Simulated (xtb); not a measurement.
C2H5S (SMILES CC[S]), doublet, geometry from GFN2-xTB; GFN2-xTB run with xtb.

The xtb input:
```
$ xtb mol.xyz --gfn 2 --uhf 1 --hess --json

# file mol.xyz
8

C      1.48255365     0.65932309    -0.01655837
C     -0.03154429     0.78395239     0.00248490
S     -0.84471660    -0.82371473     0.00823708
H     -0.37104627     1.31200621     0.89543533
H     -0.39297317     1.31674827    -0.87896880
H      1.93395512     1.64948226    -0.01949031
H      1.83064329     0.11841436     0.86042594
H      1.80883038     0.12313177    -0.90475459
```

It wrote (shortened):

```
   ID    Z sym.   atoms
    1    6 C      1, 2
    2   16 S      3
    3    1 H      4-8

           -------------------------------------------------
          |                Calculation Setup                |
           -------------------------------------------------

           -------------------------------------------------
          |                 G F N 2 - x T B                 |
           -------------------------------------------------

          ...................................................
          :                      SETUP                      :
          :.................................................:
          :  # basis functions                  23          :
          :  # atomic orbitals                  22          :
          :  # shells                           12          :
          :  # electrons                        19          :
          :  max. iterations                   250          :
          :  Hamiltonian                  GFN2-xTB          :
          :  restarted?                      false          :
          :  GBSA solvation                  false          :
          :  PC potential                    false          :
          :  electronic temp.          300.0000000     K    :
          :  accuracy                    1.0000000          :
          :  -> integral cutoff          0.2500000E+02      :
          :  -> integral neglect         0.1000000E-07      :
          :  -> SCF convergence          0.1000000E-05 Eh   :
          :  -> wf. convergence          0.1000000E-03 e    :
          :  Broyden damping             0.4000000          :
          :  net charge                          0          :
          :  unpaired electrons                  1          :
          ...................................................

 iter      E             dE          RMSdq      gap      omega  full diag
   1    -10.1209135 -0.101209E+02  0.352E+00    5.87       0.0  T
   2    -10.1304467 -0.953324E-02  0.519E+00    5.48       1.0  T
   3    -10.1385019 -0.805515E-02  0.167E+00    5.54       1.0  T
   4    -10.1388729 -0.371066E-03  0.910E-01    5.58       1.0  T
   5    -10.1392842 -0.411300E-03  0.278E-01    5.53       1.0  T
   6    -10.1392902 -0.599250E-05  0.116E-01    5.54       1.0  T
   7    -10.1392971 -0.687102E-05  0.559E-02    5.53       1.0  T
   8    -10.1392970  0.108779E-06  0.573E-02    5.53       1.0  T
   9    -10.1392980 -0.105969E-05  0.187E-02    5.53       1.9  T
  10    -10.1392981 -0.115651E-06  0.352E-03    5.53      10.0  T
  11    -10.1392982 -0.408881E-08  0.738E-04    5.53      47.9  T
  12    -10.1392982 -0.126482E-09  0.351E-04    5.53     100.8  T

   *** convergence criteria satisfied after 12 iterations ***

         :::::::::::::::::::::::::::::::::::::::::::::::::::::
         ::                     SUMMARY                     ::
         :::::::::::::::::::::::::::::::::::::::::::::::::::::
         :: total energy             -10.031873179869 Eh    ::
         :: gradient norm              0.000022399342 Eh/a0 ::
         :: HOMO-LUMO gap              5.533890869346 eV    ::
         ::.................................................::
         :: SCC energy               -10.139297625011 Eh    ::
         :: -> isotropic ES            0.003374687336 Eh    ::
         :: -> anisotropic ES          0.001138216587 Eh    ::
         :: -> anisotropic XC          0.005310928224 Eh    ::
         :: -> dispersion             -0.003313996510 Eh    ::
         :: repulsion energy           0.107424445142 Eh    ::
         :: add. restraining           0.000000000000 Eh    ::
         :: total charge               0.000000000000 e     ::
         :::::::::::::::::::::::::::::::::::::::::::::::::::::

           -------------------------------------------------
          |                Numerical Hessian                |
           -------------------------------------------------
step length          :   0.00500
SCC accuracy         :   0.30000
Hessian scale factor :   1.00000
frozen atoms in %    :   0.00000    0
RMS gradient         :   0.00002
estimated CPU  time      0.00 min

writing file <hessian>.

 projected vibrational frequencies (cm⁻¹)
eigval :       -0.00    -0.00    -0.00     0.00     0.00     0.00
eigval :      214.09   300.24   704.22   762.13   994.09  1013.90
eigval :     1065.01  1208.80  1237.87  1402.90  1421.59  1483.66
eigval :     1491.88  2957.13  2967.78  3026.90  3040.39  3044.13
           -------------------------------------------------
          |                Property Printout                |
           -------------------------------------------------

    * Orbital Energies and Occupations

         #    Occupation            Energy/Eh            Energy/eV
      -------------------------------------------------------------
         1        2.0000           -0.7119884             -19.3742
         2        2.0000           -0.6331649             -17.2293
         3        2.0000           -0.5872604             -15.9802
         4        2.0000           -0.5292226             -14.4009
         5        2.0000           -0.5145132             -14.0006
         6        2.0000           -0.4933295             -13.4242
         7        2.0000           -0.4655339             -12.6678
         8        2.0000           -0.4548926             -12.3783
         9        1.5526           -0.3790543             -10.3146
        10        1.4474           -0.3786528             -10.3037 (HOMO)
        11                         -0.1752860              -4.7698 (LUMO)
        12                         -0.0065487              -0.1782
        13                         -0.0022207              -0.0604
        14                          0.0057640               0.1568
        15                          0.0130723               0.3557
        16                          0.1052419               2.8638
        17                          0.1450930               3.9482
[...]
                             6 H    0.979
     2   6 C    3.966 --     3 S    1.032     1 C    1.015     5 H    0.959
                             4 H    0.959
     3  16 S    1.084 --     2 C    1.032
     4   1 H    0.980 --     2 C    0.959
     5   1 H    0.980 --     2 C    0.959
     6   1 H    0.996 --     1 C    0.979
     7   1 H    0.996 --     1 C    0.986
     8   1 H    0.996 --     1 C    0.986
 ---------------------------------------------------------------------------

Topologies differ in total number of bonds
Writing topology from bond orders to xtbtopo.mol

molecular dipole:
                 x           y           z       tot (Debye)
 q only:        0.416       0.583      -0.004
   full:        0.524       0.859      -0.004       2.559
molecular quadrupole (traceless):
                xx          xy          yy          xz          yz          zz
 q only:        0.065      -0.565      -0.040      -0.003       0.007      -0.025
  q+dip:       -0.729      -1.859      -0.662       0.021       0.017       1.391
   full:       -0.525      -1.492      -0.417       0.014       0.015       0.942

           -------------------------------------------------
          |               Frequency Printout                |
           -------------------------------------------------
 projected vibrational frequencies (cm⁻¹)
eigval :       -0.00    -0.00    -0.00     0.00     0.00     0.00
eigval :      214.09   300.24   704.22   762.13   994.09  1013.90
Molecule has the following symmetry elements: (sigma)
It seems to be the Cs point group
eigval :     1065.01  1208.80  1237.87  1402.90  1421.59  1483.66
eigval :     1491.88  2957.13  2967.78  3026.90  3040.39  3044.13
 reduced masses (amu)
   1:  9.61   2: 17.64   3: 21.26   4: 28.32   5: 22.74   6:  7.49   7:  2.49   8: 14.58
   9: 16.60  10:  2.82  11:  2.53  12:  4.45  13:  9.37  14:  3.37  15:  3.55  16:  2.82
  17:  2.03  18:  1.51  19:  1.57  20:  2.01  21:  1.46  22:  1.78  23:  1.96  24:  1.42
 IR intensities (km·mol⁻¹)
   1:  2.04   2:  0.49   3:  1.27   4:  2.08   5:  1.72   6:  0.12   7:  0.28   8:  1.50
   9: 15.85  10:  5.91  11:  1.22  12:  1.75  13:  1.16  14:  0.03  15: 11.15  16:  4.85
  17:  0.83  18:  6.58  19:  2.48  20:  6.35  21:  6.73  22: 25.90  23: 20.12  24: 10.60
 Raman intensities (Ä⁴*amu⁻¹)
   1:  0.00   2:  0.00   3:  0.00   4:  0.00   5:  0.00   6:  0.00   7:  0.00   8:  0.00
   9:  0.00  10:  0.00  11:  0.00  12:  0.00  13:  0.00  14:  0.00  15:  0.00  16:  0.00
  17:  0.00  18:  0.00  19:  0.00  20:  0.00  21:  0.00  22:  0.00  23:  0.00  24:  0.00
 output can be read by thermo (or use thermo option).
 writing <g98.out> molden fake output.
 recommended (thermochemical) frequency scaling factor: 1.0
           -------------------------------------------------
          |             Thermodynamic Functions             |
           -------------------------------------------------

cs  symmetry found (for desy threshold:  0.10E+00) used in thermo

          ...................................................
          :                      SETUP                      :
          :.................................................:
          :  # frequencies                          18      :
          :  # imaginary freq.                       0      :
          :  linear?                             false      :
          :  only rotor calc.                    false      :
          :  symmetry                               cs      :
          :  rotational number                       1      :
          :  scaling factor                  1.0000000      :
          :  rotor cutoff                   50.0000000 cm⁻¹ :
          :  imag. cutoff                  -20.0000000 cm⁻¹ :
          :.................................................:

    mode    ω/cm⁻¹     T·S(HO)/kcal·mol⁻¹    T·S(FR)/kcal·mol⁻¹   T·S(vib)
   ------------------------------------------------------------------------
       1    214.09    -0.59885 ( 99.70%)    -0.62537 (  0.30%)    -0.59893
   ------------------------------------------------------------------------

   temp. (K)  partition function   enthalpy   heat capacity  entropy
                                   cal/mol     cal/K/mol   cal/K/mol   J/K/mol
 298.15  VIB   2.22                  825.929      6.825      4.357
         ROT  0.289E+05              888.752      2.981     23.391
         INT  0.641E+05             1714.682      9.806     27.748
         TR   0.462E+27             1481.254      4.968     38.233
         TOT                        3195.9355    14.7737    65.9813   276.0658

       T/K    H(0)-H(T)+PV         H(T)/Eh          T*S/Eh         G(T)/Eh
   ------------------------------------------------------------------------
    298.15    0.509305E-02    0.696488E-01    0.313499E-01    0.382990E-01
   ------------------------------------------------------------------------

         :::::::::::::::::::::::::::::::::::::::::::::::::::::
         ::                  THERMODYNAMIC                  ::
         :::::::::::::::::::::::::::::::::::::::::::::::::::::
         :: total free energy          -9.993574187234 Eh   ::
         ::.................................................::
         :: total energy              -10.031873179946 Eh   ::
         :: zero point energy           0.064555798234 Eh   ::
         :: G(RRHO) w/o ZPVE           -0.026256805522 Eh   ::
         :: G(RRHO) contrib.            0.038298992712 Eh   ::
         :::::::::::::::::::::::::::::::::::::::::::::::::::::

           -------------------------------------------------
          | TOTAL ENERGY              -10.031873179946 Eh   |
          | TOTAL ENTHALPY             -9.962224334322 Eh   |
          | TOTAL FREE ENERGY          -9.993574187234 Eh   |
          | GRADIENT NORM               0.000022400275 Eh/α |
          | HOMO-LUMO GAP               5.533891240139 eV   |
           -------------------------------------------------

normal termination of xtb
```
